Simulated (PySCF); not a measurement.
## BeF: frontier orbitals

BP86 at R = 1.373 Å; PySCF, spin-free X2C with a Gaussian nucleus, basis sets Be x2c-TZVPPall, F x2c-TZVPPall. State: ²Σ⁺ (doublet), unpaired electrons σ ↑. Only the outer orbitals are listed, counted within each symmetry.

```csv
spin,orbital,occ.,ε (eV),on Be (%),main shells (%)
α,3σ,1,-29.11,10,89 F s
α,4σ,1,-11.28,13,"82 F p, 8 Be s"
α,1π,1,-10.06,9,91 F p
α,1π,1,-10.06,9,91 F p
α,5σ,1,-5.48,98,"73 Be s, 25 Be p"
α,2π,0,-1.44,96,94 Be p
α,2π,0,-1.44,96,94 Be p
α,6σ,0,0.59,101,"74 Be s, 24 Be p"
β,3σ,1,-29.10,10,89 F s
β,4σ,1,-11.23,13,83 F p
β,1π,1,-10.04,8,92 F p
β,1π,1,-10.04,8,92 F p
β,5σ,0,-3.15,96,"80 Be s, 15 Be p"
β,2π,0,-0.25,98,99 Be p
β,2π,0,-0.25,98,99 Be p
```

Q: Which are the highest filled and the lowest empty level, where do they sit, and how wide is the gap?

A: Highest filled α 5σ at -5.48 eV (in %: 73 Be s, 25 Be p); lowest empty β 5σ at -3.15 eV (in %: 80 Be s, 15 Be p); the gap at BP86 is 2.33 eV.

The bond order (Mayer) is 1.32, the ⟨S²⟩ is 0.751 and the charge on Be (Mulliken, basis-dependent) is 0.22. The charge on Be (Löwdin, basis-dependent) is 0.10. The dipole moment (positive dipole means Be(−)F(+)) is -1.09 D.

Shares are Mulliken populations and can fall outside 0 to 100 %.

The state was picked by a PBE0 search and need not be the measured ground state.
